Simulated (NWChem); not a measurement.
System: C2H3NO2Si; SMILES O=C1C=N[SiH2]O1

NWChem printed, in part:

```
             Northwest Computational Chemistry Package (NWChem) 7.3.0
             --------------------------------------------------------

 CS  symmetry detected

                             Geometry "geometry" -> ""
                             -------------------------

 Output coordinates in angstroms (scale by  1.889725989 to convert to a.u.)

  No.       Tag          Charge          X              Y              Z
 ---- ---------------- ---------- -------------- -------------- --------------
    1 O                    8.0000    -0.21469530     2.29224995     0.00000000
    2 C                    6.0000    -0.07292798     1.10810472     0.00000000
    3 C                    6.0000     1.26439649     0.37011561     0.00000000
    4 N                    7.0000     1.26726546    -0.90068516     0.00000000
    5 Si                  14.0000    -0.44179862    -1.38096006     0.00000000
    6 O                    8.0000    -1.07881981     0.20684843     0.00000000
    7 H                    1.0000     2.18051373     0.98297841     0.00000000
    8 H                    1.0000    -0.83344071    -2.10342524     1.23301200
    9 H                    1.0000    -0.83344071    -2.10342524    -1.23301200

 Effective nuclear repulsion energy (a.u.)     284.0439026592

      Symmetry information
      --------------------

 Group name             Cs
 Group number              2
 Group order               2
 No. of unique centers     8

                                 NWChem DFT Module
                                 -----------------

 Summary of "ao basis" -> "ao basis" (spherical)
 ------------------------------------------------------------------------------
       Tag                 Description            Shells   Functions and Types
 ---------------- ------------------------------  ------  ---------------------
 O                          def2-svp                 6       14   3s2p1d
 C                          def2-svp                 6       14   3s2p1d
 N                          def2-svp                 6       14   3s2p1d
 Si                         def2-svp                 8       18   4s3p1d
 H                          def2-svp                 3        5   2s1p

      Symmetry analysis of basis
      --------------------------

        a'         72
        a"         31

            General Information
            -------------------
          SCF calculation type: DFT
          Wavefunction type:  closed shell.
          No. of atoms     :     9
          No. of electrons :    52
           Alpha electrons :    26
            Beta electrons :    26
          Charge           :     0
          Spin multiplicity:     1
          Use of symmetry is: on ; symmetry adaption is: on
          Maximum number of iterations: 150
          AO basis - number of functions:   103
                     number of shells:    47
          Convergence on energy requested:  1.00D-06
          Convergence on density requested:  1.00D-05
          Convergence on gradient requested:  5.00D-04

              XC Information
              --------------
                      r^2SCAN Method XC Functional
               r^2SCAN metaGGA Exchange Functional  1.000
                     r^2SCAN Correlation Potential  1.000

             Grid Information
             ----------------
          Grid used for XC integration:  medium
          Radial quadrature: Mura-Knowles
          Angular quadrature: Lebedev.
          Tag              B.-S. Rad. Rad. Pts. Rad. Cut. Ang. Pts.
          ---              ---------- --------- --------- ---------
          O                   0.60       49          12.0       434
          C                   0.70       49          10.0       434
          N                   0.65       49           8.0       434
          Si                  1.10       88          10.0       590
          H                   0.35       45          11.0       434
          Grid pruning is: on
          Number of quadrature shells:   423
          Spatial weights used:  Erf1

      Superposition of Atomic Density Guess
      -------------------------------------

 Sum of atomic energies:        -569.11249176

      Non-variational initial energy
      ------------------------------

 Total energy =    -571.966368
 1-e energy   =   -1347.698596
 2-e energy   =     491.688325
 HOMO         =      -0.300903
 LUMO         =      -0.082548

      Symmetry analysis of molecular orbitals - initial
      -------------------------------------------------

  Numbering of irreducible representations:

     1 a'          2 a"

  Orbital symmetries:

     1 a'          2 a'          3 a'          4 a'          5 a'
     6 a'          7 a'          8 a'          9 a"         10 a'
    11 a'         12 a'         13 a'         14 a'         15 a'
    16 a'         17 a'         18 a"         19 a'         20 a'
    21 a"         22 a'         23 a"         24 a'         25 a"
    26 a'         27 a"         28 a'         29 a'         30 a"
    31 a'         32 a'         33 a"         34 a'         35 a'
    36 a'

     ---------------------------------------------
      Total Density - Mulliken Population Analysis
     ---------------------------------------------

    Atom       Charge   Shell Charges
 -----------   ------   -------------------------------------------------------
    1 O    8     8.70   1.99  1.13  0.66  3.07  1.83  0.01
    2 C    6     5.09   1.99  0.90  0.17  1.46  0.44  0.12
    3 C    6     5.72   1.99  0.96  0.29  1.72  0.70  0.06
    4 N    7     7.67   1.99  1.10  0.56  2.44  1.56  0.02
    5 Si  14    13.00   2.00  1.99  0.94  0.22  5.93  0.97  0.70  0.24
    6 O    8     8.71   1.99  1.10  0.69  3.00  1.92  0.01
    7 H    1     0.94   0.69  0.23  0.02
    8 H    1     1.08   0.70  0.38  0.01
    9 H    1     1.08   0.70  0.38  0.01

   convergence    iter        energy       DeltaE   RMS-Dens  Diis-err
 ---------------- ----- ----------------- --------- --------- ---------
 d= 0,ls=0.0,diis     1   -572.0866038372 -8.56D+02  2.39D-02  1.49D+00
 d= 0,ls=0.0,diis     2   -571.4125989657  6.74D-01  1.75D-02  8.21D+00
 d= 0,ls=0.0,diis     3   -572.2465233395 -8.34D-01  4.23D-03  1.96D-01
 d= 0,ls=0.0,diis     4   -572.2537597424 -7.24D-03  2.14D-03  1.25D-01
 d= 0,ls=0.0,diis     5   -572.2655905893 -1.18D-02  6.72D-04  6.93D-03
  Resetting Diis
 d= 0,ls=0.0,diis     6   -572.2662771317 -6.87D-04  2.66D-04  1.66D-03
 d= 0,ls=0.0,diis     7   -572.2664589102 -1.82D-04  1.75D-04  6.24D-05
 d= 0,ls=0.0,diis     8   -572.2664385419  2.04D-05  1.09D-04  2.41D-04
 d= 0,ls=0.0,diis     9   -572.2664658323 -2.73D-05  1.90D-05  8.41D-06
 d= 0,ls=0.0,diis    10   -572.2664668202 -9.88D-07  3.69D-06  3.35D-07

         Total DFT energy =     -572.266466820186
      One electron energy =    -1350.205048021736
           Coulomb energy =      550.703650105612
    Exchange-Corr. energy =      -56.808971563288
 Nuclear repulsion energy =      284.043902659225

 Numeric. integr. density =       52.000006509229

                  Occupations of the irreducible representations
                  ----------------------------------------------

                     irrep           alpha         beta
                     --------     --------     --------
                     a'               21.0         21.0
                     a"                5.0          5.0

                       DFT Final Molecular Orbital Analysis
                       ------------------------------------

 Vector   24  Occ=2.000000D+00  E=-3.058553D-01  Symmetry=a"
              MO Center= -5.9D-01,  3.8D-01, -4.3D-16, r^2= 4.0D+00
   Bfn.  Coefficient  Atom+Function         Bfn.  Coefficient  Atom+Function
  ----- ------------  ---------------      ----- ------------  ---------------
    80     -0.395540  6 O  pz                 6      0.387627  1 O  pz
    83     -0.301574  6 O  pz                 9      0.273020  1 O  pz
    94      0.187584  8 H  s                 99     -0.187584  9 H  s
    95      0.166274  8 H  s                100     -0.166274  9 H  s
    66      0.110324  5 Si pz                20      0.089672  2 C  pz

 Vector   25  Occ=2.000000D+00  E=-2.980845D-01  Symmetry=a'
              MO Center=  4.9D-01,  6.1D-01,  3.8D-15, r^2= 3.9D+00
   Bfn.  Coefficient  Atom+Function         Bfn.  Coefficient  Atom+Function
  ----- ------------  ---------------      ----- ------------  ---------------
     4      0.417970  1 O  px                46     -0.348707  4 N  px
     7      0.265476  1 O  px                49      0.224201  4 N  px
    21      0.183960  2 C  px                31     -0.182719  3 C  s
    78      0.157448  6 O  px                44      0.148133  4 N  s
    17      0.130870  2 C  s                 30     -0.127204  3 C  s

 Vector   26  Occ=2.000000D+00  E=-2.407942D-01  Symmetry=a'
              MO Center=  5.5D-01,  5.8D-01,  6.5D-16, r^2= 3.7D+00
   Bfn.  Coefficient  Atom+Function         Bfn.  Coefficient  Atom+Function
  ----- ------------  ---------------      ----- ------------  ---------------
     4      0.419357  1 O  px                46      0.325975  4 N  px
     7      0.301589  1 O  px                49     -0.239823  4 N  px
    31     -0.191071  3 C  s                 47     -0.179622  4 N  py
    50      0.177928  4 N  py                32      0.159482  3 C  px
    79      0.156323  6 O  py                16     -0.140763  2 C  s

 Vector   27  Occ=0.000000D+00  E=-1.201426D-01  Symmetry=a"
              MO Center=  7.2D-01,  2.4D-01, -5.5D-16, r^2= 3.0D+00
   Bfn.  Coefficient  Atom+Function         Bfn.  Coefficient  Atom+Function
  ----- ------------  ---------------      ----- ------------  ---------------
    37      0.387698  3 C  pz                51     -0.385398  4 N  pz
    34      0.376022  3 C  pz                48      0.369845  4 N  pz
     6     -0.275979  1 O  pz                20      0.255105  2 C  pz
     9     -0.247918  1 O  pz                69     -0.203924  5 Si pz
    23      0.188586  2 C  pz                95      0.180845  8 H  s

 Vector   28  Occ=0.000000D+00  E=-1.641540D-02  Symmetry=a'
              MO Center= -5.5D-01, -1.6D+00, -1.1D-14, r^2= 3.2D+00
   Bfn.  Coefficient  Atom+Function         Bfn.  Coefficient  Atom+Function
  ----- ------------  ---------------      ----- ------------  ---------------
    67      0.787390  5 Si px                68     -0.640679  5 Si py
    77      0.367967  6 O  s                 45     -0.307862  4 N  s
    64      0.254154  5 Si px                22     -0.242602  2 C  py
    90     -0.201396  7 H  s                 65     -0.180487  5 Si py
    82     -0.177306  6 O  py                 3      0.156668  1 O  s

 Vector   29  Occ=0.000000D+00  E= 1.569749D-02  Symmetry=a'
              MO Center= -5.7D-01, -1.5D+00, -6.1D-12, r^2= 3.4D+00
   Bfn.  Coefficient  Atom+Function         Bfn.  Coefficient  Atom+Function
  ----- ------------  ---------------      ----- ------------  ---------------
    68      1.257618  5 Si py                67      0.892072  5 Si px
    95      0.687836  8 H  s                100      0.687836  9 H  s
    45     -0.662671  4 N  s                 59     -0.367777  5 Si s
    22      0.315867  2 C  py                49      0.242647  4 N  px
     3     -0.212250  1 O  s                 77     -0.198008  6 O  s

     ---------------------------------------------
      Total Density - Mulliken Population Analysis
     ---------------------------------------------

    Atom       Charge   Shell Charges
 -----------   ------   -------------------------------------------------------
    1 O    8     8.17   1.99  1.11  0.63  2.82  1.59  0.02
    2 C    6     5.74   1.99  0.95  0.12  1.98  0.57  0.14
    3 C    6     6.02   1.99  0.95  0.32  2.01  0.69  0.06
    4 N    7     7.29   1.99  1.05  0.56  2.32  1.34  0.02
    5 Si  14    13.28   2.00  1.98  1.02  0.12  5.93  1.24  0.66  0.33
    6 O    8     8.42   1.99  1.09  0.70  2.87  1.75  0.01
    7 H    1     0.94   0.74  0.17  0.02
    8 H    1     1.07   0.74  0.32  0.01
    9 H    1     1.07   0.74  0.32  0.01

     -------------------------------------------
      Total Density - Lowdin Population Analysis
     -------------------------------------------

    Atom       Charge   Shell Charges
 -----------   ------   -------------------------------------------------------
    1 O    8     8.12   1.97  0.93  0.64  2.69  1.86  0.03
    2 C    6     5.96   1.96  0.62  0.29  1.79  0.99  0.31
    3 C    6     5.98   1.97  0.63  0.32  1.83  1.09  0.14
    4 N    7     7.21   1.97  0.83  0.52  2.17  1.68  0.04
    5 Si  14    13.38   2.00  1.93  0.65  0.32  5.82  1.25  0.92  0.50
    6 O    8     8.20   1.97  0.93  0.60  2.73  1.96  0.02
    7 H    1     0.97   0.64  0.26  0.07
    8 H    1     1.09   0.65  0.41  0.03
    9 H    1     1.09   0.65  0.41  0.03

     Multipole analysis of the density
     ---------------------------------

     L   x y z        total         alpha         beta         nuclear
     -   - - -        -----         -----         ----         -------
     0   0 0 0     -0.000000    -26.000000    -26.000000     52.000000

     1   1 0 0      0.099128      0.049564      0.049564     -0.000000
     1   0 1 0     -1.001165     -0.500582     -0.500582     -0.000000
     1   0 0 1      0.000000      0.000000      0.000000      0.000000

     2   2 0 0    -31.689051    -86.233587    -86.233587    140.778124
     2   1 1 0      4.358529     -2.823550     -2.823550     10.005629
     2   1 0 1     -0.000000     -0.000000     -0.000000      0.000000
     2   0 2 0    -33.770890   -182.510062   -182.510062    331.249235
     2   0 1 1      0.000000      0.000000      0.000000      0.000000
     2   0 0 2    -29.530093    -20.194202    -20.194202     10.858311
```

Level: r2SCAN/def2-SVP. Geometry: optimised at PBE0/def2-SVP.

Reconstruct the input file.

This is not unique; one that fits is the input that was run:
```
start job
memory heap 200 mb stack 900 mb global 1100 mb
geometry units angstroms noautoz
  O     -0.213527     2.311254     0.000000
  C     -0.069504     1.127381     0.000000
  C      1.269224     0.391941     0.000000
  N      1.274514    -0.878852     0.000000
  Si    -0.433632    -1.362382     0.000000
  O     -1.073677     0.224210     0.000000
  H      2.184172     1.006548     0.000000
  H     -0.823897    -2.085592     1.233012
  H     -0.823897    -2.085592    -1.233012
end
basis spherical
  * library def2-svp
end
dft
  xc r2scan
  iterations 150
  mulliken
end
task dft energy
```
